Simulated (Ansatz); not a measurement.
Reaction (cleavage of the Al–Zn bond): `[F][Al]([F])[Zn][O][SiH3]` + H₂Se → `[F][Al]([F])[SeH]` + `[SiH3][O][ZnH]`

Isolated molecules relaxed with PBE0-D4/def2-TZVP in Ansatz; ΔE leaves out vibrations. CBS: MP2 limit from def2 TZ/QZ plus the TZ coupled-cluster correction, frozen cores. Functionals use def2-TZVPP. For Se, Zn outer-core shells are correlated without core-valence functions, which leaves a few kJ/mol of doubt a bond. Scalar relativity is left out up to krypton. Each species was taken in one conformer, which may not be the lowest.

CCSD(T)/CBS gives -66.5 kJ/mol.

Question: Another level gave -62.6 kJ/mol. Which?
A. r2SCANh/def2-TZVPP
B. revPBE-D4/def2-TZVPP
C. MP2/def2-TZVPP
D. PBE/def2-TZVPP

Answer: B. revPBE-D4 -62.6, r2SCANh -71.2, PBE -56.8, MP2/def2-TZVPP -77.1 kJ/mol.

Largest T1 diagnostic among the species: 0.016.

From BLYP to BHLYP (50 % exact exchange), in def2-TZVPP and without D4, ΔE moves by −9.4 kJ/mol. The D4 term adds −4.2 kJ/mol with B3LYP and −2.0 kJ/mol with PBE0; it sums over pairs of atoms, weighted by their polarisabilities, and B3LYP, whose exchange is more repulsive, gets the larger term. Leaving LDA and LC-ωPBE aside and taking each functional with its dispersion term where it has one, the values, not all of them listed here, spread over 12.7 kJ/mol, from r2SCAN0-D4 to PBE-D4. LDA lies −5.2 kJ/mol from PBE without D4.

B3LYP here is the variant with VWN-RPA as its local correlation; programs differ in this.
